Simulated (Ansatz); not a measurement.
The cluster Fe₂Pt, relaxed as a septet with UKS r2SCAN-D4/def2-TZVP in Ansatz, starting from the GFN1-xTB geometry. Force threshold 0.02 eV/Å.

In the def2 sets Pt takes a core potential; there is no spin–orbit coupling. The charge 0 septet is spin-contaminated (final ⟨S²⟩ up to 12.62, 12.00 for a pure state). The relaxation made no stability test and no search for a lower SCF solution. The order of the spin states hangs on the level: the triplet lies 0.36 eV below the septet at PBE0-D4/def2-TZVP, but 0.06 eV above it at r2SCAN-D4/def2-TZVP. The septet is doubtful at PBE0-D4/def2-TZVP (⟨S²⟩ 12.72, where a pure state has 12.00). The triplet is doubtful at PBE0-D4/def2-TZVP (⟨S²⟩ 5.49, where a pure state has 2.00). The septet is doubtful at r2SCAN-D4/def2-TZVP (⟨S²⟩ 12.62, where a pure state has 12.00). The triplet is doubtful at r2SCAN-D4/def2-TZVP (⟨S²⟩ 5.42, where a pure state has 2.00). The structure comes from a short search, and lower isomers may exist.

Start:

| atom | x (Å) | y (Å) | z (Å) |
| --- | --- | --- | --- |
| Fe1 | -0.1685 | -0.9687 | -0.8752 |
| Fe2 | -0.8686 | 0.1292 | 0.9805 |
| Pt3 | 1.0371 | 0.8395 | -0.1053 |

```tsv
step	energy (eV)	largest force component (eV/Å)	SCF passes
1	-72022.5832	1.550	107
2	-72022.6730	0.392	53
3	-72022.6872	0.087	46
4	-72022.6878	0.029	47
5	-72022.6879	0.004	47
6	-72022.6879	0.000	27
```

Force components are those of the run's own axes.

End:

```xyz
3

Fe   -0.203   -0.954   -0.827
Fe   -0.899    0.076    0.953
Pt    1.102    0.878   -0.126
```

By distances, no bond broke or formed. The bond that changes most is Fe2–Pt3, from 2.31 to 2.41 Å (atoms count from 1).

The force fell under the threshold at step 5, but the optimiser went on. No frequencies were taken in this run, so the end may be a saddle point.

Run time 30 s (4 threads of Arm Neoverse V2 on a shared host).
